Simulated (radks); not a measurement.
The numbers below are computed, except where a source is named.
Fractional charge and spin in the 5s shell of ytterbium: the spin-up occupation runs from 0 to 1 and the spin-down occupation from 0 to 1; the fullest corner is Yb3+, [Kr] 4d10 4f(up 6.5, down 6.5) 5p6 5s(up 1, down 1). Level of theory: scalar-relativistic Kohn-Sham, PBEsol, spin-polarised, spherical densities, point nucleus (a radial shooting solver on a logarithmic mesh with Libxc functionals). Energy (eV) minus the two flat planes that join the four corners (they meet along the diagonal where the two added fractions sum to one electron); zero is where a piecewise linear energy would lie.

down \ up       0    0.25     0.5    0.75       1
0           0.000  -1.587  -2.110  -1.579   0.000
0.25       -1.587  -2.045  -1.449   0.191  -1.521
0.5        -2.110  -1.449   0.254  -1.396  -2.021
0.75       -1.579   0.191  -1.396  -1.959  -1.511
1           0.000  -1.521  -2.021  -1.511   0.000

Corners above the fullest one (they belong to Yb4+ and the next ion): (up 1, down 0) 93.809 eV, (up 0, down 1) 93.809 eV, (up 0, down 0) 205.17 eV. With half an added electron in each spin the energy lies 0.254 eV from the planes, and with half an added electron in spin up alone -2.110 eV. The planes are only a guide here: the flat-plane condition holds for ground states with one frontier orbital, while this shell lies below other occupied shells, so the corners above the fullest one are inner-hole states and not the ground states of those ions.
